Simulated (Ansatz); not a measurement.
`NB(F)[CH2][GeH3]` + `NB(O)F` → `NB(F)[O][GeH3]` + `CB(N)F`  (ligand exchange at a Ge–C bond)

Program: Ansatz. Geometries: PBE0-D4/def2-TZVP. ΔE: electronic, gas phase. CCSD(T)/CBS is the MP2 limit (def2-TZVPP, def2-QZVPP) plus CCSD(T) − MP2 in def2-TZVPP, frozen cores. Functionals use def2-TZVPP. B3LYP here is the variant with VWN-RPA as its local correlation; programs differ in this. For Ge outer-core shells are correlated without core-valence functions, which leaves a few kJ/mol of doubt a bond. Scalar relativity is left out up to krypton. One conformer a species, not always the lowest.

```csv
level,ΔE (kJ/mol),difference from CCSD(T)/CBS
PBE-D4,-38.1,2.9
B3LYP-D4,-48.6,-7.6
ωB97M-V,-45.5,-4.5
PBE,-39.8,1.2
r2SCAN,-45.7,-4.7
B3LYP,-51.2,-10.2
MP2/def2-TZVPP,-43.0,-2.0
SCS-MP2/def2-TZVPP,-49.2,-8.2
CCSD/def2-TZVPP,-45.9,-4.9
CCSD(T)/def2-TZVPP,-44.4,-3.4
HF/def2-QZVPP,-64.2,-23.2
MP2/def2-QZVPP,-41.6,-0.6
SCS-MP2/def2-QZVPP,-48.0,-7.0
HF/CBS(def2),-64.4,-23.4
MP2/CBS(def2),-39.7,1.3
CCSD/CBS(def2),-42.6,-1.6
CCSD(T)/CBS,-41.0,0
```

Largest T1 diagnostic among the species: 0.012.

In def2-TZVPP, CCSD(T) changes the Hartree–Fock value by +18.4 kJ/mol (the triples alone add +1.6 kJ/mol) and MP2 by +19.8 kJ/mol.
